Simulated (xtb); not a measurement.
C5H4F2, SMILES C1C=CC(=C1F)F. All values are semi-empirical tight-binding results from xtb (GFN2-xTB unless named), good for trends rather than for accurate numbers. Geometry: GFN2-xTB. The values are those of a single conformer.

| Property | Result |
|---|---|
| point group as xtb finds it | Cs |
| orbital gap | 3.62 eV |
| dipole moment | 3.76 D |
| zero-point energy | 47.0 kcal/mol |
| G − E(el) at 298.15 K (modified RRHO) | 28.4 kcal/mol |
| static polarisability (D4 model) | 57.6 bohr³ |
| solvation energy, GFN2-xTB/ALPB(water) | -3.9 kcal/mol |
| solvation energy, GFN2-xTB/ALPB(methanol) | -5.8 kcal/mol |

Computed IR lines (harmonic; lines under 4 % of the strongest left out, lines within 3 cm⁻¹ merged):
ν (cm⁻¹): 300 (w), 380 (w), 585 (m), 686 (m), 748 (m), 833 (m), 853 (w), 1008 (m), 1034 (m), 1120 (m), 1179 (w), 1223 (vs), 1288 (s), 1344 (s), 1385 (m), 1588 (m), 1703 (vs), 3164 (w) (against the strongest line: vs over 80 %, s over 45 %, m over 15 %, w over 4 %, vw less)
